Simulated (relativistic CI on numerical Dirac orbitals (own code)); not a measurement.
# Pt⁷²⁺: sensitivity of the levels to the model

Base calculation: Dirac-Coulomb-Breit CI, orbitals from a KLI potential per configuration, model QED, unscaled Slater integrals.

CI space (outside the closed core 1s2): 2s2.2p2, 2s.2p3, 2p4, 2p3.3s, 2s2.2p.3s, 2p3.3p, 2p3.3d, 2s2.2p.3p, 2s2.2p.3d, 2s.2p2.3s, 2s.2p2.3p, 2s.2p2.3d, 2s2.2p.4s, 2s2.2p.4p, 2s2.2p.4d, 2s2.2p.4f. Levels of other configurations are missing.

Variants: (1) QED terms removed; (2) configuration mixing switched off. Shifts of the energy above 2s2.2p2 3P_0, in eV, for the lowest level and the first level of each name with at least 55 % of one term (blank where a level changes its place among those of its configuration and J or its character, or is not in the variant):

```
       Level     Base    Δ(1)    Δ(2)
2s2.2p2 3P_0     0.00    0.00    0.00
2s2.2p2 3P_1  1805.71   -1.50   -1.34
2s2.2p2 1D_2  1824.11   -1.50   -1.31
2s2.2p2 3P_2  3658.01   -2.66   +3.61
2s2.2p2 1S_0  3726.27   -2.62   +5.63
2s.2p3 3D°_3  3957.67  +19.16   -2.70
2s.2p3 3P°_0  4027.80  +19.18   -2.87
2s.2p3 1D°_2  4061.09  +19.21   -2.23
2s.2p3 3P°_1  4065.88  +19.20   -2.67
    2p4 3P_2  4411.37  +41.01   -8.57
    2p4 1S_0  4482.60  +41.01  -10.71
    2p4 3P_1  6235.63  +39.89   -3.78
    2p4 1D_2  6254.37  +39.89   -3.56
    2p4 3P_0  8119.63  +38.43   -4.91
```

At this charge energies of transitions that change n are usually good to better than 1 %, and those within a shell (Δn = 0) to a few per cent.

Ionisation energy from the two ground configurations alone: base 20833.5 eV. The NIST ASD value (theoretical) is 20840 eV.

LS names give the leading component of a level, which can be under half, so a name can repeat, a term be missing and a line seem to break the LS rules.
